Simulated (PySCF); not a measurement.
Al(H)(OMe)(OSiH3) (CH7AlO2Si), SMILES [AlH]([O][SiH3])[O]C. Atoms are numbered in the order given.

```xyz
12

Al    -0.6833     0.6653     0.8219
H     -1.1974     1.0622     2.2429
O     -1.2823     1.5195    -0.5083
C     -1.1633     1.5670    -1.8994
H     -0.8030     2.5600    -2.2243
H     -0.4618     0.8083    -2.2958
H     -2.1452     1.3997    -2.3782
O      0.4446    -0.5865     0.6084
Si     1.5375    -1.7776     0.2867
H      0.9701    -3.1109     0.6444
H      2.7871    -1.5609     1.0734
H      1.8893    -1.7876    -1.1651
```
Charge 0, spin multiplicity 1.

Geometry optimised at B3LYP-D3(BJ)/def2-SVP. One conformer was computed; it need not be the lowest.

Two levels are set side by side: PBE/pcSseg-1 (PySCF) and HF/pcSseg-1 (PySCF). GIAO shifts against H2O (¹⁷O), TMS (²⁹Si), TMS (¹H), TMS (¹³C) at the same level; non-relativistic, no solvent, atoms listed together averaged. Differences are taken from unrounded values.

| quantity | HF | PBE | PBE minus HF |
|---|---|---|---|
| δ(¹H) of H2 (ppm) | 3.82 | 4.04 | 0.22 |
| δ(¹⁷O) of O3 (ppm) | -3.7 | 54.3 | 57.9 |
| δ(¹³C) of C4 (ppm) | 51.0 | 59.0 | 8.0 |
| δ(¹H) of H5, H6, H7 (ppm) | 3.95 | 4.45 | 0.50 |
| δ(¹⁷O) of O8 (ppm) | 13.2 | 47.3 | 34.2 |
| δ(²⁹Si) of Si9 (ppm) | -47.4 | -42.1 | 5.2 |
| δ(¹H) of H10, H11, H12 (ppm) | 4.82 | 5.64 | 0.83 |

Rough cost on one machine, each run with all the roots and properties that it gave: HF against PBE within a factor of 2.
